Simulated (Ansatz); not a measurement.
Geometry optimisation, UKS PBE/def2-SVP (Ansatz).

Input file:

```yaml
crystal:
  periodic: [false, false, false]
  atoms:
    - { symbol: Ga, position_ang: [0.0, 0.0, 0.0] }
    - { symbol: H, position_ang: [0.0, 0.0, 1.82] }
    - { symbol: C, position_ang: [1.7147, 0.0, -0.99] }
    - { symbol: H, position_ang: [2.0443, -1.0462, -1.1602] }
    - { symbol: H, position_ang: [1.5782, 0.508, -1.9674] }
    - { symbol: C, position_ang: [2.7685, 0.7369, -0.1795] }
    - { symbol: H, position_ang: [3.6923, 0.1238, -0.1284] }
    - { symbol: H, position_ang: [2.9965, 1.7088, -0.6648] }
    - { symbol: H, position_ang: [2.3873, 0.9171, 0.8472] }
    - { symbol: Cl, position_ang: [-1.9398, 0.0, -1.12] }
    - { symbol: H, position_ang: [0.0, 0.0, 2.78] }
magnetization:
  spin_polarized: true
  initial_magnetization: 1
basis:
  gaussian: { orbitals: def2-SVP }
hamiltonian:
  xc: pbe
relax:
  f_tol: 0.15
  max_steps: 25
  restrain:
    - { distance: [1, 10], at: 1.86, k: 30.0 }
    - { distance: [0, 1], at: 1.57, k: 30.0 }
output:
  orbitals: {}
```

Run as:

```bash
$ ansatz run input.yaml --threads 4 --pin off --max-ram 5120MiB --backend cpu --events-out ev --progress --plain --runs-dir out
```

**Question.** Where does it end, and by what steps?

**Answer.** It converged. The restraints hold the end off the free minimum; the threshold counts their pulls, which the force column leaves out. Restrained pairs: H2–H11 (0.96 → 1.86 Å), Ga1–H2 (1.82 → 1.58 Å). After 9 steps the energy has risen by 0.416 eV (the restraints' own energy left out); H9 moved furthest, 0.92 Å.

```tsv
step	energy less start (eV)	largest force component (eV/Å)	accepted
0	0.0000	1.959	yes
1	0.4890	1.032	yes
2	0.6082	1.184	yes
3	0.5153	0.201	yes
4	0.4973	0.237	yes
5	0.4761	0.486	yes
6	0.4629	0.714	yes
7	0.4259	0.224	yes
8	0.4180	0.252	yes
9	0.4158	0.256	yes
```

```xyz
11
Properties=species:S:1:pos:R:3
Ga -0.002 0.039 -0.020
H -0.233 0.233 1.527
C 1.730 0.006 -0.989
H 1.948 -1.071 -1.167
H 1.568 0.459 -1.991
C 2.876 0.683 -0.229
H 3.846 0.578 -0.761
H 2.697 1.769 -0.096
H 3.018 0.252 0.783
Cl -1.820 -0.240 -1.199
H -0.387 0.241 3.380
```

Time of the run: 19 s on 4 threads of Arm Neoverse V2, with other jobs on the host, peak memory 0.2 GiB.
